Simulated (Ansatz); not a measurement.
Ansatz (an electronic-structure program) input:
A basis named .json is the Basis Set Exchange file of that set.

Ansatz 0.2 input:
```yaml
crystal:
  periodic: [false, false, false]
  atoms:
    - {symbol: Ti, position_ang: [-0.12265219, -0.38759305, -0.22754978]}
    - {symbol: O, position_ang: [1.07853716, 0.65329998, -0.50244709]}
    - {symbol: O, position_ang: [-0.74124362, 0.41258093, 1.12820897]}
basis:
  gaussian:
    orbitals: def2-QZVPP.json
hamiltonian:
  xc: pbe
total_charge: 1
magnetization: {spin_polarized: true, initial_magnetization: 1}
correlation: {method: rpa, electrons: outside_noble_gas}
```

Task: Predict the final energy.

Result: -998.82421 Eh (RPA@PBE/def2-QZVPP). The basis has 207 functions.

The spin state was set by rule; other spins were not relaxed.
